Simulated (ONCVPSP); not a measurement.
## An all-electron radial function and its pseudo partner (iron)

Columns: radius, all-electron u(r) and pseudo u(r) of the 3p shell (level -60.04 eV) of iron in the configuration [Ne] 3s2 3p6 3d6 4s2; PBE, scalar-relativistic, ONCV scheme, ONCVPSP 4.0.1.

```
r (bohr)  all-electron  pseudo
   0.080       -0.4489  0.0403
   0.160       -0.5929  0.1545
   0.240       -0.3102  0.3247
   0.320        0.1243  0.5253
   0.400        0.5315  0.7274
   0.480        0.8405  0.9050
   0.560        1.0388  1.0393
   0.640        1.1391  1.1203
   0.720        1.1644  1.1480
   0.800        1.1371  1.1288
   0.880        1.0759  1.0736
   0.960        0.9954  0.9951
   1.040        0.9056  0.9055
   1.120        0.8136  0.8135
   1.200        0.7239  0.7238
   1.280        0.6391  0.6390
   1.360        0.5608  0.5607
   1.440        0.4897  0.4896
   1.520        0.4259  0.4258
   1.600        0.3692  0.3691
   1.680        0.3191  0.3191
   1.760        0.2752  0.2752
   1.840        0.2369  0.2369
   1.920        0.2036  0.2036
   2.000        0.1747  0.1747
   2.080        0.1498  0.1498
```

How many radial nodes do the two functions have?

The all-electron 3p function has n − l − 1 = 1; the pseudo-wave has 0, since the states of the same l below it are removed with the core.

At about which radius was the pseudo-wave matched?

1.00 bohr, where the columns begin to agree (steps of 0.08 bohr).

Is the pseudo-wave norm-conserving?

Yes: the ONCV scheme keeps the norm inside the radius equal to the all-electron one, which fixes the energy derivative of the logarithmic derivative at the level.
